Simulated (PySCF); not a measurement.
PySCF input file for C₂H₈Si, SMILES C[SiH2]C (connectivity only; charge and spin as stated), charge +1, multiplicity 2, B3LYP-D3(BJ)/def2-SVP. The structure is a stationary point at B3LYP-D3(BJ)/def2-SVP. A frequency run showed that this geometry is not a minimum. The multiplicity is an assumed one; other spin states were not compared. The isomer is the one that the SMILES or the coordinates give; other isomers of the formula were not compared.

```python
import numpy as np
from pyscf import gto, scf, dft, df
from pyscf.hessian import thermo

mol = gto.M(
    atom='''
    Si    0.00000000   -0.00000000   -0.46695854
    C     1.69627094    0.00000000    0.43503234
    C    -1.69627094    0.00000000    0.43503234
    H     0.00000000   -1.34202835   -1.15651924
    H    -0.00000000    1.34202833   -1.15651926
    H     1.67818854    0.92974288    1.03098776
    H     2.55868934   -0.00000000   -0.24694050
    H     1.67818854   -0.92974287    1.03098777
    H    -2.55868934    0.00000000   -0.24694050
    H    -1.67818854    0.92974288    1.03098776
    H    -1.67818854   -0.92974287    1.03098777
    ''',
    basis='def2-SVP',
    charge=1,
    spin=1,
    max_memory=1600,
    verbose=3,
)
mf = dft.UKS(mol, xc='b3lyp').density_fit(auxbasis='def2-universal-jkfit')
mf.disp = 'd3bj'
mf.grids.level = 3
mf.conv_tol = 1e-11
mf.max_cycle = 100
mf.kernel()
fine, coarse = mf.grids, dft.Grids(mol).set(level=1).build(with_non0tab=True)
for _ in range(3):  # follow internal instabilities
    mf.grids = coarse
    mo, _, stable, _ = mf.stability(return_status=True, nroots=4)
    mf.grids = fine
    if stable:
        break
    mf.kernel(mf.make_rdm1(mo, mf.mo_occ))

# [left out here: the lines that compute and print the analytic Hessian (its translational invariance restored by hand, since the grid's response is missing), thermochemistry and intensities]
```

Log of the run:

```

WARN: HOMO -0.321632273538752 >= LUMO -0.321632273538752

converged SCF energy = -370.032953181503  <S^2> = 0.75546261  2S+1 = 2.0054552
<class 'pyscf.df.df_jk.DFUKS'> wavefunction is stable in the internal stability analysis

WARN: DFTD3 does not support analytical Hessian, using finite difference


WARN: Mole.unit (angstrom) is changed to Bohr

Mode                                 0                   1                   2
Irrep
Freq [cm^-1]                     -923.7067           -338.3608             97.3686
Reduced mass [au]                   1.7463              1.6163              1.0346
Force const [Dyne/A]               -0.8779             -0.1090              0.0058
Char temp [K]                   -1329.0083           -486.8258            140.0918
Normal mode                   x     y     z       x     y     z       x     y     z
       0  Si                -0.09 -0.00 -0.00   -0.00 -0.09 -0.00    0.00 -0.00  0.00
       1   C                 0.09  0.00  0.02   -0.00  0.09  0.00    0.00 -0.03 -0.00
       2   C                 0.09  0.00 -0.02    0.00  0.09  0.00   -0.00  0.03  0.00
       3   H                 0.44  0.00 -0.00    0.00  0.23 -0.41   -0.05 -0.00  0.00
       4   H                 0.44 -0.00 -0.00   -0.00  0.23  0.41    0.05 -0.00 -0.00
       5   H                -0.17  0.05 -0.07    0.16 -0.00  0.11   -0.23 -0.20  0.26
       6   H                 0.06 -0.00  0.00   -0.00 -0.04  0.00    0.00  0.39  0.00
       7   H                -0.17 -0.05 -0.07   -0.16 -0.00 -0.11    0.23 -0.20 -0.26
       8   H                 0.06  0.00 -0.00   -0.00 -0.04  0.00    0.00 -0.39 -0.00
       9   H                -0.17 -0.05  0.07   -0.16 -0.00  0.11   -0.23  0.20 -0.26
      10   H                -0.17  0.05  0.07    0.16 -0.00 -0.11    0.23  0.20  0.26
Mode                                 3                   4                   5
Irrep
Freq [cm^-1]                      118.2020            165.0524            549.1668
Reduced mass [au]                   1.1086              2.5880              4.7565
Force const [Dyne/A]                0.0091              0.0415              0.8452
Char temp [K]                     170.0664            237.4736            790.1288
Normal mode                   x     y     z       x     y     z       x     y     z
       0  Si                 0.00 -0.05  0.00    0.00 -0.00 -0.09   -0.00 -0.00 -0.08
       1   C                 0.00  0.04 -0.00   -0.10  0.00  0.08    0.15 -0.00  0.07
       2   C                -0.00  0.04 -0.00    0.10  0.00  0.08   -0.15  0.00  0.07
       3   H                 0.00 -0.08  0.06    0.00  0.01 -0.10    0.00 -0.01 -0.02
       4   H                -0.00 -0.08 -0.06    0.00 -0.01 -0.10    0.00  0.01 -0.02
       5   H                -0.26 -0.09  0.20   -0.21  0.00  0.08    0.10 -0.00  0.07
       6   H                 0.00  0.45 -0.00    0.03  0.00  0.24    0.18  0.00  0.11
       7   H                 0.26 -0.09 -0.20   -0.21 -0.00  0.08    0.10  0.00  0.07
       8   H                 0.00  0.45 -0.00   -0.03  0.00  0.24   -0.18 -0.00  0.11
       9   H                 0.26 -0.09  0.20    0.21  0.00  0.08   -0.10 -0.00  0.07
      10   H                -0.26 -0.09 -0.20    0.21 -0.00  0.08   -0.10  0.00  0.07
Mode                                 6                   7                   8
Irrep
Freq [cm^-1]                      561.6031            599.6349            628.2273
Reduced mass [au]                   1.1880              1.0173              1.0377
Force const [Dyne/A]                0.2208              0.2155              0.2413
Char temp [K]                     808.0218            862.7410            903.8792
Normal mode                   x     y     z       x     y     z       x     y     z
       0  Si                 0.04  0.00 -0.00    0.00  0.00 -0.00   -0.00 -0.01  0.00
       1   C                -0.01 -0.00 -0.07    0.00  0.02  0.00   -0.00 -0.04 -0.00
       2   C                -0.01 -0.00  0.07   -0.00 -0.02  0.00    0.00 -0.04 -0.00
       3   H                -0.12 -0.00 -0.00    0.50 -0.00  0.00    0.00  0.13 -0.36
       4   H                -0.12  0.00  0.00   -0.50 -0.00 -0.00   -0.00  0.13  0.36
       5   H                -0.29  0.01 -0.08    0.22 -0.13  0.23   -0.26  0.14 -0.27
       6   H                 0.32 -0.00  0.35    0.00 -0.09  0.00   -0.00  0.10 -0.00
       7   H                -0.29 -0.01 -0.08   -0.22 -0.13 -0.23    0.26  0.14  0.27
       8   H                 0.32 -0.00 -0.35   -0.00  0.09 -0.00    0.00  0.10 -0.00
       9   H                -0.29 -0.01  0.08    0.22  0.13 -0.23    0.26  0.14 -0.27
      10   H                -0.29  0.01  0.08   -0.22  0.13  0.23   -0.26  0.14  0.27
Mode                                 9                  10                  11
Irrep
Freq [cm^-1]                      691.2237            789.9237            818.7798
Reduced mass [au]                   1.8380              1.1404              1.2086
[...]
       7   H                 0.18 -0.03  0.03    0.30  0.05  0.07    0.38  0.01  0.03
       8   H                 0.27 -0.00 -0.26    0.28  0.00 -0.34   -0.20 -0.00  0.31
       9   H                -0.18  0.03  0.03    0.30  0.05 -0.07   -0.38 -0.01  0.03
      10   H                -0.18 -0.03  0.03    0.30 -0.05 -0.07   -0.38  0.01  0.03
Mode                                15                  16                  17
Irrep
Freq [cm^-1]                     1300.6798           1339.7696           1403.6583
Reduced mass [au]                   1.0963              1.0749              1.0565
Force const [Dyne/A]                1.0927              1.1368              1.2264
Char temp [K]                    1871.3887           1927.6301           2019.5518
Normal mode                   x     y     z       x     y     z       x     y     z
       0  Si                -0.01  0.00 -0.00    0.00  0.00 -0.00   -0.00  0.00 -0.00
       1   C                 0.02  0.00 -0.06    0.00  0.00 -0.05   -0.00  0.05  0.00
       2   C                 0.02 -0.00  0.06   -0.00  0.00 -0.05    0.00 -0.05 -0.00
       3   H                 0.06 -0.00 -0.00   -0.00 -0.02 -0.04    0.00 -0.00 -0.00
       4   H                 0.06  0.00 -0.00   -0.00  0.02 -0.04   -0.00 -0.00  0.00
       5   H                -0.11 -0.27  0.37   -0.02 -0.28  0.39   -0.29 -0.05  0.13
       6   H                -0.02 -0.00 -0.09   -0.03 -0.00 -0.08    0.00 -0.51  0.00
       7   H                -0.11  0.27  0.37   -0.02  0.28  0.39    0.29 -0.05 -0.13
       8   H                -0.02  0.00  0.09    0.03 -0.00 -0.08   -0.00  0.51 -0.00
       9   H                -0.11  0.27 -0.37    0.02 -0.28  0.39   -0.29  0.05 -0.13
      10   H                -0.11 -0.27 -0.37    0.02  0.28  0.39    0.29  0.05  0.13
Mode                                18                  19                  20
Irrep
Freq [cm^-1]                     1411.9619           2018.8293           2054.9198
Reduced mass [au]                   1.0594              1.0409              1.0204
Force const [Dyne/A]                1.2443              2.4995              2.5387
Char temp [K]                    2031.4989           2904.6459           2956.5720
Normal mode                   x     y     z       x     y     z       x     y     z
       0  Si                -0.00  0.00 -0.00   -0.00  0.03 -0.00   -0.00  0.00  0.02
       1   C                -0.00  0.05  0.00    0.00  0.01 -0.00    0.00  0.00  0.00
       2   C                 0.00  0.05  0.00    0.00  0.01 -0.00   -0.00  0.00  0.00
       3   H                -0.00 -0.01 -0.01   -0.00 -0.59 -0.35   -0.00 -0.63 -0.31
       4   H                 0.00 -0.01  0.01    0.00 -0.59  0.35   -0.00  0.63 -0.31
       5   H                -0.29 -0.05  0.13    0.04  0.01  0.04   -0.01  0.01 -0.02
       6   H                 0.00 -0.51  0.00   -0.00 -0.00  0.00   -0.00  0.00 -0.00
       7   H                 0.29 -0.05 -0.13   -0.04  0.01 -0.04   -0.01 -0.01 -0.02
       8   H                -0.00 -0.51  0.00   -0.00 -0.00 -0.00    0.00 -0.00 -0.00
       9   H                 0.29 -0.05  0.13   -0.04  0.01  0.04    0.01  0.01 -0.02
      10   H                -0.29 -0.05 -0.13    0.04  0.01 -0.04    0.01 -0.01 -0.02
Mode                                21                  22                  23
Irrep
Freq [cm^-1]                     2993.9004           3001.9324           3114.1661
Reduced mass [au]                   1.0279              1.0280              1.1056
Force const [Dyne/A]                5.4283              5.4579              6.3171
Char temp [K]                    4307.5561           4319.1123           4480.5917
Normal mode                   x     y     z       x     y     z       x     y     z
       0  Si                -0.00  0.00 -0.00   -0.00  0.00  0.00    0.00 -0.00  0.00
       1   C                -0.01  0.00 -0.03    0.01  0.00  0.03    0.00 -0.06 -0.00
       2   C                -0.01  0.00  0.03   -0.01  0.00  0.03   -0.00 -0.06 -0.00
       3   H                 0.00  0.00  0.00    0.00  0.01 -0.00   -0.00  0.03 -0.00
       4   H                 0.00 -0.00  0.00    0.00 -0.01 -0.00    0.00  0.03  0.00
       5   H                -0.01  0.38  0.25    0.01 -0.38 -0.24    0.00  0.40  0.26
       6   H                 0.20  0.00 -0.18   -0.21  0.00  0.18   -0.00 -0.01  0.00
       7   H                -0.01 -0.38  0.25    0.01  0.38 -0.24   -0.00  0.40 -0.26
       8   H                 0.20  0.00  0.18    0.21  0.00  0.18    0.00 -0.01  0.00
       9   H                -0.01 -0.38 -0.25   -0.01 -0.38 -0.24   -0.00  0.39  0.26
      10   H                -0.01  0.38 -0.25   -0.01  0.38 -0.24    0.00  0.39 -0.26
Mode                                24                  25                  26
Irrep
Freq [cm^-1]                     3116.4871           3161.1981           3165.4801
Reduced mass [au]                   1.1089              1.0994              1.1042
Force const [Dyne/A]                6.3455              6.4730              6.5191
Char temp [K]                    4483.9311           4548.2603           4554.4211
Normal mode                   x     y     z       x     y     z       x     y     z
       0  Si                 0.00  0.00 -0.00   -0.00 -0.00 -0.00   -0.00 -0.00  0.00
       1   C                 0.00 -0.06 -0.00   -0.04 -0.00  0.05   -0.04 -0.00  0.05
       2   C                 0.00  0.06  0.00   -0.04  0.00 -0.05    0.04 -0.00  0.05
       3   H                -0.00 -0.00  0.00    0.01 -0.00  0.00    0.00  0.00 -0.00
       4   H                 0.00 -0.00  0.00    0.01  0.00  0.00    0.00 -0.00 -0.00
       5   H                -0.00  0.40  0.26   -0.01 -0.15 -0.09   -0.00 -0.15 -0.09
       6   H                -0.00 -0.01  0.00    0.49 -0.00 -0.39    0.49 -0.00 -0.39
       7   H                 0.00  0.40 -0.26   -0.01  0.15 -0.09   -0.00  0.15 -0.09
       8   H                -0.00  0.01 -0.00    0.49  0.00  0.39   -0.48 -0.00 -0.39
       9   H                -0.00 -0.40 -0.26   -0.01  0.15  0.09    0.00 -0.15 -0.09
      10   H                 0.00 -0.40  0.26   -0.01 -0.15  0.09    0.00  0.15 -0.09
temperature 298.1500 [K]
pressure 101325.00 [Pa]
Rotational constants [GHz] 20.32745 5.01420 4.53585
Symmetry number 2
Zero-point energy (ZPE) 0.08241 [Eh]   216356.662 [J/mol]
                           tot       elec      trans        rot        vib
Entropy [J/mol/K]       311.371      5.763    159.845     94.889     50.874
Cv [J/mol/K]             82.696      0.000     12.472     12.472     57.752
Cp [J/mol/K]             91.010      0.000     20.786     12.472     57.752
Internal energy [J/mol]                      3718.434   3718.434 224649.803
Internal energy [Eh]   -369.94456  -370.03295
Enthalpy [J/mol]                             6197.391   3718.434 224649.803
Enthalpy [Eh]          -369.94361
Gibbs free energy [J/mol]                  -41460.310 -24572.781 209481.805
Gibbs free energy [Eh] -369.97897
mode   freq/cm-1   IR/(km/mol)
   1     -923.71      1939.493
   2     -338.36        19.184
   3       97.37         0.000
   4      118.20         0.447
   5      165.05         0.134
   6      549.17         1.285
   7      561.60        48.930
   8      599.63         0.000
   9      628.23         3.863
  10      691.22         1.981
  11      789.92         0.000
  12      818.78        95.618
  13      837.95         0.289
  14     1051.14       107.492
  15     1180.76         0.019
  16     1300.68       210.823
  17     1339.77         0.345
  18     1403.66         0.000
  19     1411.96        46.156
  20     2018.83       114.330
  21     2054.92        25.148
  22     2993.90        88.659
  23     3001.93        25.921
  24     3114.17         8.281
  25     3116.49         0.000
  26     3161.20         1.719
  27     3165.48        27.799
max |gradient| / (hartree/bohr): 4.188775140975459e-05
APT charges: [-0.5359  0.5533  0.5533  0.2413  0.2413 -0.0766  0.1266 -0.0766  0.1266
 -0.0766 -0.0766]
```

Self-consistency was reached. The end point has an imaginary mode, so it is no minimum.
